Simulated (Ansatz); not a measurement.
`FC([SiH3])CBr` + H₂ → `CBr` + `FC[SiH3]`  (hydrogenolysis of a C–C bond)

Computed with Ansatz on PBE0-D4/def2-TZVP structures; ΔE is electronic, products minus reactants. CCSD(T)/CBS adds triple-zeta CCSD(T) − MP2 to the extrapolated MP2 energy (def2 sets, frozen cores). This one scheme is used for every species. Functionals use def2-TZVPP. For Br outer-core shells are correlated without core-valence functions, which leaves a few kJ/mol of doubt a bond. Scalar relativity is left out up to krypton. Each species was taken in one conformer, which may not be the lowest.

Q: Is it downhill or uphill in electronic energy at CCSD(T)/CBS, and by how much? (An estimate is asked.)

A: The calculation gave: Downhill: ΔE = -0.47 eV.

Q: What do these levels give: r2SCAN-D4, PBE, r2SCAN, CCSD(T)/def2-TZVPP, SCS-MP2/def2-QZVPP, HF/CBS(def2)? (Estimate.)

A: Ansatz gave: r2SCAN-D4 -0.46, PBE -0.53, r2SCAN -0.48, CCSD(T)/def2-TZVPP -0.49, SCS-MP2/def2-QZVPP -0.50, HF/CBS(def2) -0.80 eV.

Largest T1 diagnostic among the species: 0.011.

The D4 term adds +0.14 eV with B3LYP and +0.08 eV with PBE0; it sums over pairs of atoms, weighted by their polarisabilities, and B3LYP, whose exchange is more repulsive, gets the larger term. In def2-TZVPP, CCSD(T) changes the Hartree–Fock value by +0.31 eV (the triples alone add +0.06 eV) and MP2 by +0.36 eV.

B3LYP here is the variant with VWN-RPA as its local correlation; programs differ in this.
